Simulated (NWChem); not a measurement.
System: AlH$_{3}$O; SMILES [OH][AlH2]

NWChem printed, in part:

```
             Northwest Computational Chemistry Package (NWChem) 7.3.0
             --------------------------------------------------------

                             Geometry "geometry" -> ""
                             -------------------------

 Output coordinates in angstroms (scale by  1.889725989 to convert to a.u.)

  No.       Tag          Charge          X              Y              Z
 ---- ---------------- ---------- -------------- -------------- --------------
    1 Al                  13.0000     0.00000000    -0.04147800     0.56058500
    2 H                    1.0000     0.00000000     1.40714000     1.21337500
    3 H                    1.0000     0.00000000    -1.39171400     1.38193100
    4 O                    8.0000     0.00000000    -0.21832000    -1.13426500
    5 H                    1.0000     0.00000000     0.49077800    -1.77898700

 Effective nuclear repulsion energy (a.u.)      51.7721142948

                                 NWChem DFT Module
                                 -----------------

 Summary of "ao basis" -> "ao basis" (spherical)
 ------------------------------------------------------------------------------
       Tag                 Description            Shells   Functions and Types
 ---------------- ------------------------------  ------  ---------------------
 Al                         cc-pvtz                 12       34   5s4p2d1f
 H                          cc-pvtz                  6       14   3s2p1d
 O                          cc-pvtz                 10       30   4s3p2d1f

            General Information
            -------------------
          SCF calculation type: DFT
          Wavefunction type:  closed shell.
          No. of atoms     :     5
          No. of electrons :    24
           Alpha electrons :    12
            Beta electrons :    12
          Charge           :     0
          Spin multiplicity:     1
          Use of symmetry is: off; symmetry adaption is: off
          Maximum number of iterations: 150
          AO basis - number of functions:   106
                     number of shells:    40
          Convergence on energy requested:  1.00D-06
          Convergence on density requested:  1.00D-05
          Convergence on gradient requested:  5.00D-04

              XC Information
              --------------
                         B3LYP Method XC Potential
                     Hartree-Fock (Exact) Exchange  0.200
                        Slater Exchange Functional  0.800 local
                    Becke 1988 Exchange Functional  0.720 non-local
              Lee-Yang-Parr Correlation Functional  0.810
                  VWN I RPA Correlation Functional  0.190 local

[...]

                                NWChem TDDFT Module
                                -------------------

            General Information
            -------------------
           No. of orbitals :     212
            Alpha orbitals :     106
             Beta orbitals :     106
        Alpha frozen cores :       0
         Beta frozen cores :       0
     Alpha frozen virtuals :       0
      Beta frozen virtuals :       0
         Spin multiplicity :       1
    Number of AO functions :     106
        Use of symmetry is : off
      Symmetry adaption is : off
         Schwarz screening :  0.10D-07

              XC Information
              --------------
                  B3LYP Method XC Potential
              Hartree-Fock (Exact) Exchange   0.20
                 Slater Exchange Functional   0.80 local
             Becke 1988 Exchange Functional   0.72 non-local
       Lee-Yang-Parr Correlation Functional   0.81
           VWN I RPA Correlation Functional   0.19 local

             TDDFT Information
             -----------------
          Calculation type : Tamm-Dancoff TDDFT
         Wavefunction type : Restricted singlets
          No. of electrons :      24
           Alpha electrons :      12
            Beta electrons :      12
              No. of roots :       6
          Max subspacesize :    5200
            Max iterations :     100
               Target root :       1
           Target symmetry : none
             Energy Cutoff :-0.53D+02
      Symmetry restriction : off
                 Algorithm : Optimal
        Davidson threshold :  0.10D-03

    6 smallest eigenvalue differences (eV)
--------------------------------------------------------
  No. Spin  Occ  Vir  Irrep   E(Occ)    E(Vir)   E(Diff)
--------------------------------------------------------
    1    1    1   13 a       -56.048    -0.044  1523.953
    2    1    1   14 a       -56.048     0.000  1525.149
    3    1    1   15 a       -56.048     0.038  1526.180
    4    1    1   16 a       -56.048     0.079  1527.288
    5    1    1   17 a       -56.048     0.100  1527.867
    6    1    1   18 a       -56.048     0.120  1528.404
--------------------------------------------------------

  Entering Davidson iterations
  Restricted singlet excited states

  Iter   NTrls   NConv    DeltaV     DeltaE      Time
  ----  ------  ------  ---------  ---------  ---------
    1      6       0     0.38E-01   0.10+100       32.7
    2     12       0     0.63E-02   0.36E-02       32.8
    3     18       1     0.99E-03   0.19E-03       37.3
    4     23       6     0.50E-04   0.13E-05       34.5
  ----  ------  ------  ---------  ---------  ---------
  Convergence criterion met

  Ground state a        -319.560802782382 a.u.

  ----------------------------------------------------------------------------
  Root   1 singlet a             55.932812006 a.u.             1522.0099 eV
  ----------------------------------------------------------------------------
     Transition Moments    X -0.01198   Y  0.00000   Z -0.00000
     Dipole Oscillator Strength                    0.0053487002
     Electric Quadrupole                           0.0001510566
     Magnetic Dipole                               0.0002417097
     Total Oscillator Strength                     0.0057414665

[...]
```

Level: B3LYP/cc-pVTZ, restricted-window TDA. The geometry was optimised at PBE0/def2-SVP. The quadrupole and magnetic terms of the printed total strengths depend on the origin.

Problem. Which NWChem input produces such a log?

Solution. This is not unique; one that fits is the input that was run:
```
start job
memory heap 200 mb stack 900 mb global 1100 mb
geometry units angstroms noautosym nocenter noautoz
  Al     0.000000    -0.041478     0.560585
  H      0.000000     1.407140     1.213375
  H     -0.000000    -1.391714     1.381931
  O      0.000000    -0.218320    -1.134265
  H     -0.000000     0.490778    -1.778987
end
basis spherical
  Al library cc-pvtz
  H library cc-pvtz
  O library cc-pvtz
end
dft
  xc b3lyp
  iterations 150
end
tddft
  cis
  ecut -53.0
  nroots 6
  notriplet
end
task tddft energy
```
